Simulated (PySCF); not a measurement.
Species: phenanthrene, C14H10.
Cartesian coordinates in Å at the PBE0-D3(BJ)/def2-SVP level; atoms count from 1:
```
atom  x, y, z in Å
C1    -3.1011   -0.4999    0.3248
C2    -2.2540   -1.6194    0.2602
C3    -0.8883   -1.4543    0.1346
C4    -0.3037   -0.1706    0.0681
C5    -1.1659    0.9600    0.1341
C6    -2.5592    0.7671    0.2624
C7    -0.6128    2.2803    0.0706
C8     0.7266    2.4734   -0.0524
C9     1.6331    1.3661   -0.1224
C10    3.0235    1.5793   -0.2502
C11    3.9026    0.5184   -0.3182
C12    3.4090   -0.7961   -0.2602
C13    2.0528   -1.0279   -0.1360
C14    1.1282    0.0368   -0.0635
H15   -4.1808   -0.6337    0.4242
H16   -2.6758   -2.6258    0.3096
H17   -0.2553   -2.3411    0.0872
H18   -3.2057    1.6472    0.3117
H19   -1.2953    3.1324    0.1231
H20    1.1393    3.4842   -0.1005
H21    3.3929    2.6072   -0.2943
H22    4.9758    0.6973   -0.4167
H23    4.0995   -1.6408   -0.3136
H24    1.6983   -2.0584   -0.0936
```

Level of theory: TDDFT CAM-B3LYP/def2-SVPD, vertical, gas phase, core orbitals frozen in the response in PySCF.

```tsv
state	E (eV)	E (hartree)	f	|μ| (D)	symmetry	main configurations (H = HOMO, L = LUMO)
S1	4.23	0.1556	0.0014	0.29	–	H→L+1 (56%), H-1→L (39%)
S2	4.51	0.1659	0.067	1.98	B1 or B2	H→L (70%), H-1→L+1 (27%)
S3	5.21	0.1916	0.165	2.89	A1	H-1→L (50%), H→L+1 (40%), H→L+2 (8%)
S4	5.25	0.1930	0.728	6.05	B1 or B2	H-1→L+1 (51%), H→L (21%), H-1→L+2 (17%)
S5	5.41	0.1988	0.309	3.88	B1 or B2	H-2→L+1 (31%), H-1→L+2 (27%), H-1→L+1 (17%)
S6	5.77	0.2120	0.092	2.05	A1	H→L+2 (79%)
S7	6.07	0.2229	0.087	1.95	A1	H-2→L (76%), H-1→L+6 (8%)
S8	6.37	0.2340	0.467	4.40	B1 or B2	H-1→L+2 (47%), H-2→L+1 (26%), H→L+6 (19%)
S9	6.38	0.2346	0.0038	0.40	B1 or B2	H→L+3 (85%)
S10	6.59	0.2422	0.049	1.40	B1 or B2	H→L+6 (37%), H-2→L+1 (33%), H-3→L (26%)
```

Triplets (Tamm–Dancoff): T1 3.09 eV, H→L (70%), H-1→L+1 (16%); T2 3.75 eV, H→L+1 (62%), H-1→L (17%); T3 3.80 eV, H-1→L+1 (70%), H→L (19%); T4 4.11 eV, H-1→L (77%), H→L+1 (14%).

The lowest singlet lies at 4.23 eV (293 nm, ultraviolet) and is very weak; its leading configuration is HOMO→LUMO+1 (56%). The most intense listed level is S4 at 5.25 eV (236 nm, f = 0.728), 1.02 eV above S1. Löwdin shares by element: HOMO carbon 46% or more (atoms not listed hold the other 54%); LUMO carbon 45% or more (atoms not listed hold the other 55%). Of the 10 states listed, 8 reach f = 0.01 and none stays under 0.0005. Weighted by f, the mean energy of these states is 5.61 eV. The oscillator strengths of these states sum to 1.971; summed over the whole spectrum of an exact calculation they would give the number of electrons, 94 (Thomas–Reiche–Kuhn). Symmetry labels in C2v follow from the direction of the transition dipole and are given only for states with f of 0.002 or more; B1 and B2 swap with the choice of axes. The window holds the lowest 10 singlets.
